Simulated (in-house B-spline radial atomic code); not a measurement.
RPA and G0W0 for Bi3+, [Xe] 4f14 5d10 6s2, as one setting changes: the share of exact exchange in the PBE hybrid start. A dash marks a level of low quasi-particle weight. Computed with an all-electron radial atomic-structure program (B-spline basis): all electrons, scalar-relativistic (spin-free one-electron X2C), finite nucleus, each spin shell either full or empty, empty states to l = 9 with an (l + 1/2)⁻⁴ tail; G0W0 by contour deformation at full frequency.

Without the two-electron picture change, the correlation of inner shells comes somewhat too large for so heavy an element.

```csv
share of exact exchange in the PBE hybrid start,mean-field level (eV),G0W0 level (eV),RPA correlation (Eh)
0,-39.91,6s -45.36,-7.2948
0.1,-40.32,6s -45.31,-7.2452
0.2,-40.73,6s -45.26,-7.1968
0.3,-41.13,6s -45.21,-7.1496
0.4,-41.53,6s -45.16,-7.1035
0.5,?,?,?
0.6,?,?,?
0.7,-42.73,6s -45.01,-6.9713
0.8,-43.12,6s -44.96,-6.9291
0.9,-43.52,6s -44.91,-6.8878
1,-43.91,6s -44.86,-6.8473
```

**Question.** What belongs in the row for 0.6?

**Answer.** mean-field level (eV): -42.33; G0W0 level (eV): 6s -45.06; RPA correlation (Eh): -7.0144.

**Question.** What belongs in the row for 0.5?

**Answer.** mean-field level (eV): -41.93; G0W0 level (eV): 6s -45.11; RPA correlation (Eh): -7.0585.
